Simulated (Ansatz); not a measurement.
Consider the redistribution: `[F][SbH][AlH2]` + `C[SeH]` → `[F][SbH][SeH]` + `[CH3][AlH2]`.

Computed with Ansatz on PBE0-D4/def2-TZVP structures; ΔE is electronic, products minus reactants. CCSD(T)/CBS adds triple-zeta CCSD(T) − MP2 to the extrapolated MP2 energy (def2 sets, frozen cores). This one scheme is used for every species. Functionals use def2-TZVPP. def2 core potentials past Kr. For Sb, Se outer-core shells are correlated without core-valence functions, which leaves a few kJ/mol of doubt a bond. Scalar relativity is left out up to krypton. One conformer a species, not always the lowest.

`[F][SbH][AlH2]`:

```xyz
6

F     1.399   -1.694    0.998
Sb    1.072    0.198    1.244
Al   -1.058    0.249   -0.380
H     1.945    0.662   -0.168
H    -1.622    1.674   -0.806
H    -1.737   -1.089   -0.888
```

`C[SeH]`:

```xyz
6

C    -0.336    0.323   -0.284
Se    0.993   -1.085   -0.063
H    -1.255    0.068    0.240
H    -0.536    0.381   -1.353
H     0.055    1.277    0.061
H     1.079   -0.964    1.398
```

`[F][SbH][SeH]`:

```xyz
5

F    -1.670   -0.130   -1.111
Sb   -0.440   -1.149   -0.041
Se    1.685    0.171   -0.482
H    -0.815   -0.245    1.367
H     1.240    1.352    0.267
```

`[CH3][AlH2]`:

Z-matrix (Å, degrees):
```
C
Al 1 1.950
H 1 1.093 2 112.5
H 1 1.093 2 112.6 3 123.1
H 1 1.097 2 109.5 3 -118.4
H 2 1.590 1 120.6 3 29.8
H 2 1.590 1 120.6 3 -151.5
```

CCSD(T)/CBS gives -81.0 kJ/mol.

(1) Another level gave -85.1 kJ/mol. Which?
A. LC-ωPBE/def2-TZVPP
B. RPA@PBE/def2-TZVPP
C. r2SCAN/def2-TZVPP
D. CAM-B3LYP/def2-TZVPP

Largest T1 diagnostic among the species: 0.014.

Answers

(1) C. r2SCAN -85.1, LC-ωPBE -76.3, CAM-B3LYP -81.0, RPA@PBE/def2-TZVPP -67.3 kJ/mol.

From r2SCAN to r2SCAN0 (25 % exact exchange), in def2-TZVPP and without D4, ΔE moves by +3.3 kJ/mol. Leaving LDA and LC-ωPBE aside and taking each functional with its dispersion term where it has one, the values, not all of them listed here, spread over 12.2 kJ/mol, from B97M-V to PBE-QIDH. At CCSD(T), def2-SVP lies +5.6 kJ/mol from the extrapolated value and def2-TZVPP +8.5 kJ/mol.
